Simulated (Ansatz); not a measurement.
Geometry optimisation, RKS PBE/def2-SVP (Ansatz 0.2.0).

Input:

```yaml
crystal:
  periodic: [false, false, false]
  atoms:
    - { symbol: Hf, position_ang: [0.0, 0.0, 0.0] }
    - { symbol: O, position_ang: [0.0, 0.0, 2.07] }
    - { symbol: H, position_ang: [-0.9095, -0.2814, 2.4071] }
    - { symbol: F, position_ang: [1.8671, 0.0, -0.6593] }
    - { symbol: Cl, position_ang: [-1.1869, 2.0563, -0.8392] }
    - { symbol: Cl, position_ang: [-1.1869, -2.0563, -0.8392] }
basis:
  gaussian: { orbitals: def2-SVP }
hamiltonian:
  xc: pbe
relax:
  f_tol: 0.02
  max_steps: 40
```

Run as:

```bash
$ ansatz run input.yaml --threads 1 --pin off --max-ram 2048MiB --backend cpu --events-out ev --progress --plain --runs-dir out
```

Task: Where does it end, and by what steps?

Result: It converged. After 9 steps the energy has fallen by 0.779 eV; H3 moved furthest, 0.62 Å.

| step | energy less start (eV) | largest force component (eV/Å) | accepted |
| --- | --- | --- | --- |
| 0 | 0.0000 | 2.297 | yes |
| 1 | -0.5588 | 1.294 | yes |
| 2 | -0.6715 | 0.594 | yes |
| 3 | -0.6968 | 0.288 | yes |
| 4 | -0.7189 | 0.890 | yes |
| 5 | -0.7670 | 0.128 | yes |
| 6 | -0.7750 | 0.179 | yes |
| 7 | -0.7782 | 0.061 | yes |
| 8 | -0.7788 | 0.075 | yes |
| 9 | -0.7789 | 0.011 | yes |

```xyz
6
Properties=species:S:1:pos:R:3
Hf -0.132 -0.032 -0.062
O -0.369 -0.098 1.827
H -0.449 -0.132 2.789
F 1.743 -0.005 -0.444
Cl -1.119 1.938 -0.918
Cl -1.091 -1.952 -1.052
```

Whether the end is a true minimum wasn't checked by a vibrational analysis.

Time of the run: 41 s on 1 thread of Arm Neoverse V2, with other jobs on the host, peak memory 0.19 GiB.
